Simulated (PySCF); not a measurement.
Gas-phase reaction: GeF₂ + 2 H₂ = GeH₃F + HF

Computed with PySCF and rigid-rotor harmonic-oscillator thermochemistry at 1 bar. † marks an energy on the PBE0/def2-TZVP geometry and frequencies; other levels use their own. MP2 freezes the core. 6-31G* has spherical d functions here. All species are closed-shell singlets. B3LYP is the form with VWN-RPA correlation. Ge: all electrons, no relativistic terms. MP2 isn't extrapolated to the basis-set limit.

```csv
level,"ΔH°(298 K), kJ"
B3LYP/6-31G*,…
B3LYP/def2-TZVP†,51
BLYP/def2-TZVP†,80
HF/def2-TZVP†,1
MP2/def2-TZVPP†,…
PBE/def2-TZVP†,45
LDA/def2-TZVP†,…
ωB97M-V/def2-TZVP†,37
ωB97X-V/def2-TZVP†,…
```

Question: Some entries are withheld; supply them.

Answer: 
- B3LYP/6-31G*, ΔH°(298 K), kJ: 91
- MP2/def2-TZVPP†, ΔH°(298 K), kJ: 7
- LDA/def2-TZVP†, ΔH°(298 K), kJ: 6
- ωB97X-V/def2-TZVP†, ΔH°(298 K), kJ: 23
